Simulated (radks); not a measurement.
Problem. All-electron atom: the terbium ion Tb47+ in [He] 2s2 2p5.5 3s2 3p6 3d0.5 (fractional occupations, a model configuration). Calculated with a radial shooting solver on a logarithmic mesh with Libxc functionals: Dirac Kohn-Sham, HCTH/407, spin-unpolarised, spherical densities, finite nucleus; open shells fill j = l - 1/2 first; Fermi nuclear charge, rms radius 5.06 fm. Some entries of the table are withheld. Estimate them.

orbital,occ.,eigenvalue (eV),r(max) (bohr),<1/r> (bohr^-1)
1s1/2,2,(1),(2),73.07
2s1/2,2,-11608.99,0.07724,17.69
2p1/2,2,(3),0.05822,17.63
2p3/2,3.5,(4),0.06403,15.53
3s1/2,2,(5),0.2091,7.023
3p1/2,2,-4306.460,(6),(7)
3p3/2,4,-4115.015,(8),(9)
3d3/2,0.5,-3900.346,0.1592,6.284
3d5/2,0,-3854.473,0.1622,6.145

Solution. 
(1) 1s1/2 eigenvalue (eV): -54939.56
(2) 1s1/2 r(max) (bohr): 0.01365
(3) 2p1/2 eigenvalue (eV): -11227.99
(4) 2p3/2 eigenvalue (eV): -10463.48
(5) 3s1/2 eigenvalue (eV): -4453.621
(6) 3p1/2 r(max) (bohr): 0.1954
(7) 3p1/2 <1/r> (bohr^-1): 6.953
(8) 3p3/2 r(max) (bohr): 0.2060
(9) 3p3/2 <1/r> (bohr^-1): 6.399
